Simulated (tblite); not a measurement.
What does the GFN2-xTB structure of `CC1(C)NC[Si@@H](F)[SiH2]1` look like in three dimensions?

```xyz
20
C4H12FNSi2 angstrom
C     -1.1783   -0.8629    0.9609
C     -0.6657   -0.0237   -0.2174
C     -1.7873    0.1311   -1.2416
N      0.4680   -0.6367   -0.9115
C      1.6705   -0.8754   -0.1243
Si     2.1267    0.7822    0.7241
F      3.3204    1.4883   -0.1181
Si     0.0392    1.6808    0.3743
H     -0.4313   -0.9362    1.7499
H     -1.4321   -1.8728    0.6334
H     -2.0718   -0.4070    1.3806
H     -2.1636   -0.8439   -1.5552
H     -2.6147    0.6959   -0.8193
H     -1.4189    0.6534   -2.1207
H      0.1741   -1.4874   -1.3836
H      2.4530   -1.1949   -0.8169
H      1.5503   -1.6877    0.6100
H      2.7844    0.5692    2.0112
H     -0.1256    2.6779   -0.6886
H     -0.7025    2.1605    1.5497
```

Any rigid rotation of these coordinates is as good. Atoms count from 1 in this order. N4 (secondary amine nitrogen) is pyramidal (angles 116.8°, 110.6° and 110.3°, sum 337.8°, 0.35 Å off the plane of its three neighbours). Of the pairs four or more bonds apart, C5···H9 is among the closest relative to their van der Waals radii: 2.82 Å, 97 % of the sum of Bondi's values. Si8 (SiH2 silicon) has angles from 91.9° to 118.5°. Si6 (fluorine-bound silicon) has angles from 93.1° to 126.8°.

Bonds between heavy atoms (Å): C1–C2 1.535, C2–C3 1.527, C2–N4 1.464, N4–C5 1.457, C5–Si6 1.917, Si6–F7 1.623, Si6–Si8 2.299, C2–Si8 1.937.

The geometry is computed with GFN2-xTB (gas phase).

Point group: C1 (no symmetry element, even within 0.4 Å). Its GFN2-xTB frequencies are all real (lowest 49 cm⁻¹). One conformer, not necessarily the lowest (C1–C2–N4–C5 -60°, C2–N4–C5–Si6 -52°, N4–C5–Si6–F7 -100°, C5–Si6–Si8–C2 9°). 2 starts were optimised and ended at 0.00 and 0.59 kcal/mol (GFN2-xTB); the lowest of these is shown.

Time: 0.77 s. Hardware: an Arm Neoverse V1 with one thread, shared host. These figures are those of the optimisation.
